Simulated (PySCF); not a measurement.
Compound: C3H10OSi2.
Structure used (GFN2-xTB), in Å, numbered top down from 1:
```
atom  x, y, z in Å
C1     2.952   -0.562    0.416
C2     2.036   -0.257   -0.490
Si3    0.200   -0.686   -0.355
O4    -0.136   -1.488    1.023
C5    -0.789    0.935   -0.496
Si6   -2.653    0.758   -0.192
H7     2.696   -1.100    1.316
H8     3.995   -0.304    0.309
H9     2.358    0.276   -1.376
H10   -0.194   -1.681   -1.348
H11   -0.023   -1.079    1.876
H12   -0.387    1.673    0.202
H13   -0.633    1.354   -1.489
H14   -3.305    2.057   -0.402
H15   -2.902    0.337    1.190
H16   -3.223   -0.222   -1.117
```

Theory: PySCF, TDDFT CAM-B3LYP/def2-SVPD, vertical, gas phase, core orbitals frozen in the response.

Frontier orbitals with the atoms that hold most of them (Löwdin shares over 4%, at most four atoms; ? is withheld):

| orbital | ε (eV) | atoms |
| --- | --- | --- |
| LUMO+2 | 1.43 | Si6 23%, C5 11%, H13 9%, Si3 9% |
| LUMO+1 | 0.87 | C1 18%, O4 15%, C2 14%, Si3 12% |
| LUMO | 0.69 | ? |
| HOMO | -9.17 | C2 28%, C1 27%, C5 15%, Si3 8% |
| HOMO-1 | -9.64 | ? |
| HOMO-2 | -10.30 | C5 17%, O4 17%, Si3 14%, H10 9% |
| HOMO-3 | -10.83 | C5 29%, Si6 20%, O4 14%, H16 8% |

**Question.** Give the leading atoms of the LUMO.

**Answer.** C1 (bonded to C and 2 H) 25%; C2 (bonded to C, Si and H) 20%; Si3 (bonded to 2 C, O and H) 13%; Si6 (bonded to C and 3 H) 6%. By element: carbon 44% or more, silicon 19%.

**Question.** Give the leading atoms of the HOMO-1.

**Answer.** C2 (bonded to C, Si and H) 28%; C1 (bonded to C and 2 H) 15%; Si3 (bonded to 2 C, O and H) 15%; O4 (bonded to Si and H) 11%. By element: carbon 44% or more, silicon 15% or more, oxygen 11%.

**Question.** The HOMO–LUMO gap is 9.86 eV. Where does the response calculation put the lowest singlet, and from which orbitals?

**Answer.** S1 is at 6.52 eV (f = 0.028), 3.34 eV below the gap, made of HOMO-1→LUMO (47%), HOMO-1→LUMO+1 (16%), HOMO→LUMO (16%). Its leading pair isn't HOMO and LUMO; the energies of that pair differ by 10.33 eV. Without the coupling terms of the response equations the lowest excitation would equal the gap.

Next come S2 at 7.10 eV (f 0.146), HOMO→LUMO (62%), HOMO→LUMO+1 (18%); S3 at 7.30 eV (f 0.396), HOMO→LUMO+1 (62%), HOMO→LUMO (15%), HOMO-1→LUMO (12%); S4 at 7.46 eV (f 0.014), HOMO-1→LUMO+1 (55%), HOMO-1→LUMO (19%); S5 at 7.77 eV (f 0.017), HOMO→LUMO+2 (64%), HOMO-1→LUMO+2 (10%).

Löwdin shares depend on the basis, the more so with diffuse functions.

One conformer stands for the species.
